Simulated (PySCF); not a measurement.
## Chlorine: a sound run and one with changed settings

Sound run: Cl⁺ [Ne] 3s2 3p4, Cl²⁺ [Ne] 3s2 3p3. All numbers are calculated (PySCF 2.14, no relativity, point nucleus, in cc-pV(D+d)Z (4s3p2d, 23 functions)). The sound run starts from symmetry-adapted Hartree-Fock orbitals and uses a fine grid where one is needed.

Changed run: 26 angular points. This setting is unsound on purpose.

```
species  method  sound run (hartree)  changed run (hartree)  converged
    Cl⁺     UHF           -459.03729             -459.03729        yes
    Cl⁺    BP86           -459.70074             -459.70049        yes
    Cl⁺    MN15           -459.54356             -459.54188        yes
   Cl²⁺     UHF           -458.20817             -458.20817        yes
   Cl²⁺    BP86           -458.81813             -458.81813        yes
   Cl²⁺    MN15           -458.66548             -458.66548        yes
```

Ionisation energy of Cl⁺:

```json
{"method": "UHF", "sound run (eV)": "22.562", "changed run (eV)": "22.562"}
{"method": "BP86", "sound run (eV)": "24.017", "changed run (eV)": "24.010"}
{"method": "MN15", "sound run (eV)": "23.894", "changed run (eV)": "23.848"}
```

A coarse angular grid integrates products of high-l functions wrongly, so density functionals can shift, and the SCF can exploit the error; Hartree-Fock and MP2 need no grid.

For comparison, NIST gives 23.814 eV between the lowest levels.
